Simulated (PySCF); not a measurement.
Ba (barium, neutral) across methods

[Xe] 6s1 6p1, 6s spin antiparallel (an excited configuration). All numbers are calculated (PySCF 2.14, the spin-free X2C one-electron Hamiltonian (Gaussian nucleus), in aug-cc-pwCVTZ-X2C with one added diffuse shell each of s, p, d, f type (12s11p9d5f, 125 functions)).

| method | E (hartree) | mean ε 5p β (eV) | mean ε 6s β (eV) | mean ε 6p α (eV) | Σ⟨r²⟩ (bohr²) | ⟨S²⟩ |
| --- | --- | --- | --- | --- | --- | --- |
| M06 | -8134.82 | -21.109 | -4.242 | -2.061 | 110.6 | 1.001 |
| PBE0 | -8134.33 | -21.476 | -4.366 | -2.270 | 113.9 | 1.000 |
| LDA | -8127.65 | -19.913 | -4.012 | -1.860 | 112.1 | 1.000 |
| UHF | -8131.57488 | -25.605 | -5.420 | -2.731 | 126.2 | 1.001 |
| r2SCAN0 | -8134.65 | -21.847 | -4.525 | -2.274 | 114.7 | 1.001 |
| r2SCANh | -8134.66 | -20.953 | -4.224 | -2.104 | 114.1 | 1.001 |
| r2SCAN | -8134.67 | -20.356 | -4.023 | -1.989 | 113.7 | 1.001 |
| PBE | -8134.26 | -19.765 | -3.865 | -1.950 | 112.5 | 1.000 |

Spin-orbit coupling, absent here, splits the open shell strongly. With the s spin flipped the determinant is a mixture of two multiplicities, not a spectroscopic state.
